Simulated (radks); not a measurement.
The rhenium ion Re+, 74 electrons, occupied as [Xe] 4f14 5d5 6s1. Calculated with a radial shooting solver on a logarithmic mesh with Libxc functionals: Dirac Kohn-Sham, BLYP, spin-unpolarised, spherical densities, finite nucleus; open shells fill j = l - 1/2 first; Fermi nuclear charge, rms radius 5.3698 fm. Some entries of the table are withheld. Estimate them.

orbital  occ.  eigenvalue (hartree)  r(max) (bohr)  <1/r> (bohr^-1)
1s1/2       2             -2629.287        0.01124            88.71
2s1/2       2             -455.7933        0.06473            21.63
2p1/2       2             -436.2601        0.04801            21.60
2p3/2       4             -383.3391        0.05496            18.04
3s1/2       2             -105.7110            (1)            7.942
3p1/2       2                   (2)         0.1705            7.859
3p3/2       4                   (3)         0.1847            6.936
3d3/2       4             -70.74344         0.1445            6.831
3d5/2       6             -68.24863         0.1484            6.615
4s1/2       2             -22.25682         0.4131            3.342
4p1/2       2             -18.60474         0.4124            3.233
4p3/2       4             -15.92211         0.4422            2.911
4d3/2       4              -9.91664         0.4381            2.699
4d5/2       6              -9.42102         0.4475            2.622
5s1/2       2              -3.38995         0.9384            1.306
5p1/2       2              -2.28614          1.003            1.176
5p3/2       4              -1.88285          1.087            1.061
4f5/2       6              -1.86271         0.4142            2.180
4f7/2       8              -1.77041         0.4191            2.148
5d3/2       4              -0.48307            (4)           0.7185
6s1/2       1              -0.46217          2.489           0.4396
5d5/2       1              -0.44954            (5)           0.6903

Answer. 
(1) 3s1/2 r(max) (bohr): 0.1822
(2) 3p1/2 eigenvalue (hartree): -96.96616
(3) 3p3/2 eigenvalue (hartree): -85.47455
(4) 5d3/2 r(max) (bohr): 1.397
(5) 5d5/2 r(max) (bohr): 1.442
